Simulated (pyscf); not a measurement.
**•HN–SiH₂–F, doublet**

Gas-phase minimum from PySCF at ωB97X-D3(BJ)/def2-SVP, one conformer. •HN–SiH₂–F lies 17.7 kcal/mol over its isomer H₂N–SiH•–F, and others may lie lower still (electronic energy, ωB97M-D3(BJ)). 

```xyz
6

N     -1.0973    -0.0231     0.0613
Si     0.6373     0.0617    -0.0815
F      1.2331     1.5757     0.0166
H     -1.6107     0.8581     0.1828
H      1.0024    -0.4864    -1.4125
H      1.2180    -0.7275     1.0340
```
Charge 0, spin multiplicity 2.

Bonded distances (Å): N1–Si2 1.743, N1–H4 1.027, Si2–F3 1.630, Si2–H5 1.485, Si2–H6 1.485. Angles (°): Si2–N1–H4 117.7, N1–Si2–F3 113.8, N1–Si2–H5 107.5, N1–Si2–H6 107.6, F3–Si2–H5 107.9, F3–Si2–H6 107.8, H5–Si2–H6 112.4.

Properties at ωB97X-D3(BJ)/def2-SVP:

```yaml
harmonic_wavenumbers_unscaled: 222, 269, 606, 682, 758, 828, 883, 943, 977, 2292, 2294, 3538 cm⁻¹
zero_point_energy: 20.4 kcal/mol
rotational_symmetry_number: 1
Entropy of this conformer at 298 K and 1 atm, rigid rotor and harmonic oscillator, modes under 100 cm⁻¹ raised to 100: 285.2 J/(mol K)
dipole_moment: 0.35 D
Spin expectation value S2: 0.753
```

Single-point totals, which compare only within one level (frozen core for MP2 and CC):

```
level                   total energy (hartree)
----------------------  ----------------------
ωB97X-D3(BJ)/def2-TZVP              -446.02515
PBE/def2-TZVP                       -445.66327
r²SCAN/def2-TZVP                    -445.88480
B3LYP-D3(BJ)/def2-TZVP              -446.01222
PBE0-D3(BJ)/def2-TZVP               -445.69850
M06-2X/def2-TZVP                    -445.89824
ωB97M-D3(BJ)/def2-TZVP              -446.05120
UHF/def2-TZVPP                      -444.69054
MP2/def2-TZVPP                      -445.23319
CCSD/def2-TZVPP                     -445.26240
CCSD(T)/def2-TZVPP                  -445.27982
```

The CCSD(T) − MP2 part came from Ansatz, without density fitting, on the same reference.
